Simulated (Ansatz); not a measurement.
## BH3Br− (SMILES [BH3-]Br): the energy, rung by rung

The species is BH3Br− (5 atoms), meant as a singlet with charge -1. SMILES: `[BH3-]Br`. The shape is that of a GFN2-xTB optimisation.

```xyz
5

B     0.1055   -0.0473    0.1457
Br   -1.0442    0.4678   -1.4413
H     1.2341   -0.2172   -0.2603
H    -0.3525   -1.0667    0.6130
H     0.0571    0.8634    0.9429
```

Quantity: the energy change with the B1–H5 bond stretched from 1.211 to 3.028 Å, in eV. The values are calculated.

| level | kind | program | value (eV) | less FCI/STO-3G | CPU time (all runs) |
| --- | --- | --- | --- | --- | --- |
| SVWN5/STO-3G (restricted) | LDA | Ansatz | 6.42 | +0.68 | 1.7 s |
| revPBE/STO-3G (restricted) | GGA | Ansatz | 5.90 | +0.16 | 2.5 s |
| r2SCAN/STO-3G (restricted) | meta-GGA | Ansatz | 6.43 | +0.69 | 6.2 s |
| CAM-B3LYP/STO-3G (restricted) | range-separated hybrid | Ansatz | 7.15 | +1.41 | 2.8 s |
| wB97X/STO-3G (restricted) | range-separated hybrid | Ansatz | 7.40 | +1.66 | 11 s |
| RPA@PBE/STO-3G (restricted) | RPA | Ansatz | 5.76 | +0.02 | 3.6 s |
| BCCD(T)/STO-3G (restricted) | coupled cluster or CI | Ansatz | 5.72 | -0.02 | 0.59 s |
| CCSDT(Q)/STO-3G (restricted) | coupled cluster or CI | Ansatz | 5.78 | +0.04 | 1.3 s |
| FCI/STO-3G | exact in the basis | Ansatz | 5.74 | 0.00 | 20 s |

FCI/STO-3G is exact within its basis and frozen core, so for wave-function methods in that basis the difference is their error; functionals converge differently with the basis, so for them it is only a difference. All-electron rows without a relativistic Hamiltonian named are non-relativistic. Sets without diffuse functions describe the anion poorly. The first shape isn't each level's own minimum. The values span 5.72 to 7.40 eV. All rows use very small basis sets, so even the best lies far from the true value. In the correlated wave-function rows the outer d shell of Br is correlated, in sets not made for it. Times are those of the runs behind each value, whatever else they computed, on shared processors of several kinds: orders of magnitude only.
